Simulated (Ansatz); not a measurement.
A short molecular-dynamics run on `N=C1O[SiH]1N`.

```yaml
crystal:
  periodic: [false, false, false]
  atoms:
    - {symbol: N, position_ang: [0.610874, 2.283914, 0.755788]}
    - {symbol: C, position_ang: [0.560041, 1.095557, 0.386411]}
    - {symbol: O, position_ang: [0.935138, -0.100734, 1.044567]}
    - {symbol: Si, position_ang: [0.289754, -0.446908, -0.476037]}
    - {symbol: N, position_ang: [-1.189198, -1.228363, -0.621830]}
    - {symbol: H, position_ang: [1.004714, 2.364818, 1.696262]}
    - {symbol: H, position_ang: [1.213350, -1.015971, -1.474573]}
    - {symbol: H, position_ang: [-1.324261, -2.018822, -1.228152]}
    - {symbol: H, position_ang: [-2.012012, -0.979690, -0.099535]}
basis:
  gaussian: {orbitals: "6-31G*"}
hamiltonian: {xc: {name: BLYP}, dispersion: d3bjatm}
md: {timestep: 0.5 fs, n_steps: 20, ensemble: nvt_nose_hoover, temperature: 1500, initial_velocities: maxwell_boltzmann, seed: 598}
```

```sh
$ ansatz run in.yaml --threads 2 --pin off --events-out ev --progress --plain --max-ram 4352MiB
```

```
step  time (fs)  potential energy (eV)  kinetic (eV)  T (K)  conserved (eV)
   0        0.0            -14004.5975        1.3572   1500     -14003.2403
   1        0.5            -14004.5432        1.3034   1440     -14003.2398
   2        1.0            -14004.4630        1.2237   1352     -14003.2393
   3        1.5            -14004.3653        1.1265   1245     -14003.2388
   4        2.0            -14004.2581        1.0197   1127     -14003.2384
   5        2.5            -14004.1479        0.9098   1006     -14003.2381
   6        3.0            -14004.0399        0.8022    887     -14003.2379
   7        3.5            -14003.9386        0.7011    775     -14003.2376
   8        4.0            -14003.8477        0.6105    675     -14003.2374
   9        4.5            -14003.7705        0.5335    590     -14003.2373
  10        5.0            -14003.7094        0.4726    522     -14003.2372
  11        5.5            -14003.6660        0.4293    474     -14003.2371
  12        6.0            -14003.6409        0.4043    447     -14003.2371
  13        6.5            -14003.6337        0.3971    439     -14003.2372
  14        7.0            -14003.6430        0.4063    449     -14003.2373
  15        7.5            -14003.6664        0.4297    475     -14003.2375
  16        8.0            -14003.7014        0.4648    514     -14003.2376
  17        8.5            -14003.7455        0.5090    563     -14003.2378
  18        9.0            -14003.7968        0.5604    619     -14003.2378
  19        9.5            -14003.8537        0.6175    682     -14003.2379
  20       10.0            -14003.9144        0.6783    750     -14003.2381
```

Velocities are drawn at the set temperature; a run this short doesn't reach equilibrium.

Frames (Å, forces in eV/Å):

```xyz
9
time=0.0 fs
N     0.611    2.284    0.756   -0.198    1.559   -0.129
C     0.560    1.096    0.386   -0.244   -0.169   -0.649
O     0.935   -0.101    1.045    0.725   -0.788    1.474
Si    0.290   -0.447   -0.476    0.194   -0.043   -0.958
N    -1.189   -1.228   -0.622   -0.222   -0.162   -0.085
H     1.005    2.365    1.696    0.236    0.059    0.561
H     1.213   -1.016   -1.475    0.110   -0.123   -0.164
H    -1.324   -2.019   -1.228   -0.110   -0.492   -0.348
H    -2.012   -0.980   -0.100   -0.492    0.158    0.299
9
time=0.5 fs
N     0.613    2.277    0.753   -0.245    1.956   -0.182
C     0.560    1.094    0.387   -0.350   -0.357   -0.916
O     0.933   -0.098    1.040    0.876   -0.889    1.816
Si    0.290   -0.441   -0.471   -0.363   -0.301   -1.132
N    -1.191   -1.234   -0.626    0.342    0.091   -0.062
H     1.012    2.340    1.685    0.358    0.180    0.881
H     1.193   -1.013   -1.457    0.400   -0.247   -0.432
H    -1.313   -2.016   -1.245   -0.245   -0.487   -0.292
H    -1.991   -0.972   -0.084   -0.774    0.054    0.319
9
time=1.0 fs
N     0.615    2.271    0.750   -0.256    2.355   -0.152
C     0.560    1.093    0.387   -0.453   -0.523   -1.164
O     0.932   -0.095    1.036    1.027   -0.987    2.155
Si    0.291   -0.436   -0.465   -0.910   -0.563   -1.314
N    -1.193   -1.240   -0.630    0.768    0.310   -0.019
H     1.019    2.316    1.675    0.446    0.283    1.108
H     1.173   -1.010   -1.441    0.689   -0.375   -0.703
H    -1.303   -2.015   -1.263   -0.363   -0.423   -0.187
H    -1.971   -0.965   -0.067   -0.948   -0.076    0.275
9
time=1.5 fs
N     0.617    2.265    0.748   -0.217    2.742   -0.012
C     0.559    1.092    0.387   -0.549   -0.653   -1.382
O     0.930   -0.093    1.033    1.175   -1.081    2.486
Si    0.291   -0.430   -0.460   -1.427   -0.839   -1.518
N    -1.195   -1.246   -0.634    1.050    0.507    0.060
H     1.028    2.292    1.669    0.481    0.368    1.208
H     1.155   -1.009   -1.427    0.958   -0.495   -0.956
H    -1.294   -2.014   -1.281   -0.465   -0.312   -0.040
H    -1.954   -0.958   -0.049   -1.007   -0.236    0.153
9
time=2.0 fs
N     0.618    2.260    0.745   -0.121    3.100    0.241
C     0.559    1.091    0.387   -0.636   -0.734   -1.560
O     0.929   -0.090    1.029    1.318   -1.171    2.803
Si    0.291   -0.425   -0.455   -1.889   -1.142   -1.762
N    -1.196   -1.252   -0.638    1.205    0.695    0.185
H     1.038    2.269    1.665    0.455    0.440    1.167
H     1.139   -1.008   -1.415    1.186   -0.594   -1.167
H    -1.286   -2.015   -1.299   -0.549   -0.171    0.134
H    -1.939   -0.951   -0.031   -0.968   -0.423   -0.040
9
time=2.5 fs
N     0.620    2.255    0.742    0.027    3.407    0.590
C     0.558    1.089    0.386   -0.709   -0.753   -1.691
O     0.928   -0.088    1.026    1.452   -1.256    3.099
Si    0.291   -0.420   -0.450   -2.277   -1.483   -2.063
N    -1.197   -1.258   -0.642    1.265    0.881    0.349
H     1.049    2.248    1.664    0.370    0.503    0.999
H     1.126   -1.009   -1.406    1.351   -0.656   -1.314
H    -1.279   -2.015   -1.317   -0.618   -0.020    0.317
H    -1.927   -0.946   -0.014   -0.862   -0.623   -0.286
9
time=3.0 fs
N     0.622    2.251    0.739    0.213    3.648    0.995
C     0.557    1.087    0.385   -0.765   -0.699   -1.766
O     0.927   -0.086    1.024    1.574   -1.334    3.368
Si    0.291   -0.415   -0.445   -2.575   -1.873   -2.431
N    -1.199   -1.263   -0.646    1.268    1.066    0.541
H     1.061    2.227    1.665    0.240    0.561    0.735
H     1.116   -1.012   -1.399    1.440   -0.670   -1.380
H    -1.274   -2.016   -1.334   -0.671    0.122    0.493
H    -1.917   -0.942    0.003   -0.724   -0.821   -0.556
9
time=3.5 fs
N     0.624    2.248    0.737    0.415    3.809    1.410
C     0.556    1.086    0.384   -0.802   -0.565   -1.783
O     0.926   -0.085    1.022    1.682   -1.404    3.605
Si    0.291   -0.410   -0.440   -2.776   -2.314   -2.867
N    -1.199   -1.269   -0.650    1.248    1.247    0.743
H     1.074    2.208    1.668    0.081    0.619    0.420
H     1.110   -1.016   -1.397    1.447   -0.630   -1.356
H    -1.270   -2.016   -1.350   -0.709    0.241    0.647
H    -1.908   -0.940    0.019   -0.587   -1.001   -0.819
9
time=4.0 fs
N     0.626    2.245    0.735    0.614    3.884    1.793
C     0.555    1.084    0.382   -0.819   -0.352   -1.741
O     0.925   -0.083    1.020    1.772   -1.465    3.803
Si    0.290   -0.405   -0.436   -2.882   -2.802   -3.359
N    -1.200   -1.274   -0.654    1.228    1.419    0.940
H     1.086    2.190    1.672   -0.085    0.674    0.095
H     1.107   -1.022   -1.397    1.376   -0.537   -1.247
H    -1.268   -2.016   -1.364   -0.732    0.328    0.765
H    -1.901   -0.940    0.033   -0.472   -1.150   -1.049
9
time=4.5 fs
N     0.628    2.243    0.733    0.794    3.874    2.112
C     0.554    1.082    0.380   -0.816   -0.062   -1.643
O     0.925   -0.082    1.020    1.841   -1.515    3.957
Si    0.289   -0.400   -0.432   -2.905   -3.323   -3.886
N    -1.201   -1.279   -0.657    1.222    1.579    1.121
H     1.099    2.174    1.677   -0.243    0.728   -0.206
H     1.107   -1.029   -1.400    1.240   -0.398   -1.068
H    -1.267   -2.015   -1.377   -0.741    0.376    0.841
H    -1.895   -0.943    0.044   -0.391   -1.258   -1.228
9
time=5.0 fs
N     0.630    2.241    0.731    0.942    3.784    2.348
C     0.553    1.080    0.378   -0.793    0.294   -1.493
O     0.925   -0.080    1.019    1.887   -1.553    4.062
Si    0.288   -0.396   -0.428   -2.861   -3.859   -4.419
N    -1.201   -1.284   -0.661    1.238    1.724    1.277
H     1.111    2.160    1.680   -0.381    0.776   -0.462
H     1.111   -1.036   -1.406    1.056   -0.227   -0.839
H    -1.269   -2.014   -1.387   -0.737    0.383    0.870
H    -1.890   -0.949    0.052   -0.352   -1.321   -1.345
9
time=5.5 fs
N     0.632    2.240    0.730    1.052    3.624    2.494
C     0.551    1.078    0.375   -0.751    0.701   -1.298
O     0.926   -0.080    1.020    1.908   -1.577    4.114
Si    0.287   -0.392   -0.425   -2.766   -4.388   -4.927
N    -1.201   -1.288   -0.664    1.278    1.849    1.402
H     1.122    2.147    1.683   -0.490    0.818   -0.659
H     1.117   -1.045   -1.414    0.846   -0.040   -0.584
H    -1.272   -2.011   -1.395   -0.721    0.351    0.849
H    -1.885   -0.958    0.057   -0.356   -1.337   -1.391
9
time=6.0 fs
N     0.635    2.240    0.729    1.120    3.409    2.548
C     0.550    1.076    0.373   -0.691    1.139   -1.066
O     0.926   -0.079    1.021    1.902   -1.586    4.109
Si    0.285   -0.388   -0.422   -2.635   -4.889   -5.382
N    -1.201   -1.292   -0.667    1.342    1.951    1.491
H     1.131    2.137    1.684   -0.568    0.852   -0.793
H     1.125   -1.053   -1.423    0.625    0.148   -0.325
H    -1.277   -2.007   -1.402   -0.693    0.282    0.781
H    -1.882   -0.971    0.059   -0.402   -1.307   -1.364
9
time=6.5 fs
N     0.638    2.240    0.729    1.146    3.152    2.514
C     0.548    1.074    0.369   -0.617    1.588   -0.807
O     0.927   -0.079    1.022    1.869   -1.578    4.048
Si    0.284   -0.385   -0.419   -2.480   -5.343   -5.763
N    -1.200   -1.296   -0.669    1.428    2.028    1.539
H     1.140    2.128    1.684   -0.612    0.876   -0.860
H     1.134   -1.062   -1.434    0.408    0.327   -0.078
H    -1.283   -2.003   -1.406   -0.654    0.184    0.670
H    -1.879   -0.986    0.058   -0.489   -1.233   -1.263
9
time=7.0 fs
N     0.640    2.241    0.729    1.130    2.869    2.397
C     0.546    1.073    0.366   -0.530    2.027   -0.530
O     0.928   -0.078    1.025    1.808   -1.554    3.928
Si    0.281   -0.383   -0.417   -2.310   -5.735   -6.053
N    -1.200   -1.299   -0.672    1.534    2.073    1.541
H     1.147    2.122    1.681   -0.619    0.888   -0.859
H     1.145   -1.069   -1.444    0.204    0.488    0.146
H    -1.292   -1.998   -1.409   -0.604    0.064    0.524
H    -1.878   -1.005    0.053   -0.611   -1.121   -1.093
9
time=7.5 fs
N     0.644    2.242    0.730    1.070    2.575    2.201
C     0.544    1.072    0.363   -0.434    2.436   -0.244
O     0.930   -0.078    1.027    1.719   -1.513    3.752
Si    0.279   -0.380   -0.416   -2.128   -6.054   -6.242
N    -1.199   -1.302   -0.674    1.649    2.083    1.494
H     1.152    2.117    1.676   -0.590    0.889   -0.791
H     1.156   -1.075   -1.454    0.019    0.626    0.339
H    -1.301   -1.994   -1.411   -0.543   -0.065    0.354
H    -1.878   -1.026    0.046   -0.761   -0.977   -0.863
9
time=8.0 fs
N     0.647    2.244    0.731    0.966    2.285    1.930
C     0.542    1.072    0.359   -0.330    2.795    0.043
O     0.932   -0.079    1.031    1.604   -1.457    3.523
Si    0.277   -0.379   -0.415   -1.937   -6.291   -6.327
N    -1.197   -1.305   -0.676    1.757    2.054    1.403
H     1.157    2.115    1.669   -0.523    0.875   -0.655
H     1.167   -1.080   -1.463   -0.144    0.739    0.499
H    -1.312   -1.989   -1.412   -0.471   -0.189    0.177
H    -1.880   -1.049    0.037   -0.923   -0.813   -0.592
9
time=8.5 fs
N     0.650    2.246    0.732    0.821    2.011    1.589
C     0.539    1.072    0.356   -0.222    3.091    0.322
O     0.934   -0.079    1.035    1.465   -1.386    3.246
Si    0.274   -0.377   -0.415   -1.737   -6.441   -6.309
N    -1.196   -1.307   -0.678    1.833    1.983    1.277
H     1.159    2.115    1.661   -0.417    0.847   -0.452
H     1.177   -1.083   -1.471   -0.285    0.827    0.625
H    -1.324   -1.985   -1.412   -0.384   -0.290    0.009
H    -1.884   -1.075    0.026   -1.073   -0.642   -0.308
9
time=9.0 fs
N     0.654    2.249    0.734    0.635    1.762    1.185
C     0.537    1.073    0.353   -0.113    3.312    0.588
O     0.936   -0.080    1.039    1.306   -1.302    2.927
Si    0.272   -0.377   -0.415   -1.530   -6.501   -6.190
N    -1.194   -1.309   -0.679    1.839    1.869    1.137
H     1.161    2.117    1.651   -0.274    0.804   -0.188
H     1.187   -1.084   -1.477   -0.404    0.890    0.719
H    -1.337   -1.981   -1.413   -0.281   -0.356   -0.132
H    -1.891   -1.102    0.015   -1.178   -0.477   -0.047
9
time=9.5 fs
N     0.658    2.252    0.735    0.415    1.545    0.733
C     0.535    1.074    0.349   -0.004    3.450    0.835
O     0.938   -0.081    1.044    1.129   -1.207    2.574
Si    0.269   -0.377   -0.415   -1.313   -6.472   -5.978
N    -1.192   -1.311   -0.680    1.738    1.710    1.006
H     1.163    2.121    1.642   -0.101    0.746    0.127
H     1.196   -1.083   -1.482   -0.501    0.930    0.783
H    -1.351   -1.978   -1.413   -0.160   -0.375   -0.234
H    -1.900   -1.130    0.003   -1.204   -0.328    0.154
9
time=10.0 fs
N     0.661    2.255    0.737    0.173    1.363    0.255
C     0.532    1.076    0.346    0.102    3.503    1.058
O     0.941   -0.082    1.049    0.938   -1.105    2.195
Si    0.266   -0.377   -0.417   -1.087   -6.352   -5.679
N    -1.190   -1.312   -0.681    1.497    1.506    0.905
H     1.163    2.127    1.632    0.092    0.678    0.469
H     1.204   -1.079   -1.485   -0.576    0.948    0.817
H    -1.365   -1.977   -1.414   -0.018   -0.343   -0.289
H    -1.913   -1.159   -0.008   -1.121   -0.197    0.268
```

Run time 32 s (2 threads of an Arm Neoverse V1 on a shared host); peak host memory 0.12 GiB.
